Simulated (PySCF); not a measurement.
SnCl3, SMILES [Cl][Sn+]([Cl])[Cl], charge +1.

Geometry: PBE0-D3(BJ)/def2-SVP. The multiplicity is an assumed one; other spin states were not compared. The isomer is the one that the SMILES or the coordinates give; other isomers of the formula were not compared. The def2 effective core potentials stand for the cores of Sn; spin–orbit coupling is left out.

Computed with PBE/def2-TZVPD (PySCF).

Symmetry labels are those of the subgroup C2v that the program uses (full group D3h).

Computed valence orbital energies around the gap with their symmetry:
```
orbital  symmetry  energy (eV)
-------  --------  -----------
HOMO−7         B1       -15.90
HOMO−6         A1       -15.90
HOMO−5         B2       -14.60
HOMO−4         A1       -13.93
HOMO−3         B1       -13.93
HOMO−2         A2       -13.92
HOMO−1         B2       -13.92
HOMO           B1       -13.70
LUMO           A1       -10.50
LUMO+1         B2        -9.23
LUMO+2         B1        -5.87
LUMO+3         A1        -5.87
```
